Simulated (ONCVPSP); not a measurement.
## Potentials for Al (Z = 13) compared

Generated with ld1.x 7.5 (TM, RRKJ, ultrasoft, PAW), atompaw 4.2 or ONCVPSP 4.0.1. The cutoff is in Ry: for ld1.x and atompaw files where the sum of valence levels is converged to 10 mRy in a Bessel basis, for ONCV files where the hardest occupied wave has 1 mHa per electron of residual kinetic energy. The error is the largest all-electron minus pseudo excitation energy over each file’s own four to seven test configurations (ionisations up to +4, promotions, holes and added fractions of an electron), all of which were solved. The labels leave out finer settings (local radius, basis sizes, second energies), which also bear on the numbers. Spin-polarised tests are not counted. The rows are a selection from randomly drawn settings: files with unsolved tests, undetermined cutoffs or missed reference levels are left out.

A true bound ghost makes a file unfit for plane-wave use even where its test errors are small: the radial tests pick states by their node count and pass the ghost by.

| potential | cutoff (Ry) | largest error (meV) | bound ghosts |
| --- | --- | --- | --- |
| ONCV, PBE, scalar-relativistic, rc 1.00/0.55 (sp), local smoothed, core correction no, reference 2s2 2p6 3s1.5, qcut 13.5/17.2, projectors 2/3 | 512 | +0.5 | none |
| ONCV, PBE, scalar-relativistic, rc 1.50/1.55/1.45 (spd), local smoothed, core correction no, reference 3s1, qcut 5.4/6.3/6.3, projectors 2/2/2 | 21 | +65 | s |
| ONCV, LDA (Perdew-Zunger), scalar-relativistic, rc 2.10/2.50 (sp), local smoothed, core correction yes, reference 3s2 3p1, qcut 3.1/3.1, projectors 2/2 | 9 | -5.5 | none |
| ONCV, PBEsol, scalar-relativistic, rc 2.35/2.35 (sp), local p, core correction yes, reference 3s2 3p1, qcut 2.9/3.3, projectors 1/0 | 8 | -57 | none |

Problem. Fill in the row for Al: ONCV, LDA (Perdew-Wang 92), scalar-relativistic, rc 1.55/1.50 (sp), local smoothed, core correction yes, reference 3s1, qcut 4.8/5.5, projectors 2/2.

Solution. cutoff 21 Ry, largest error -124 meV, bound ghosts: s, p.
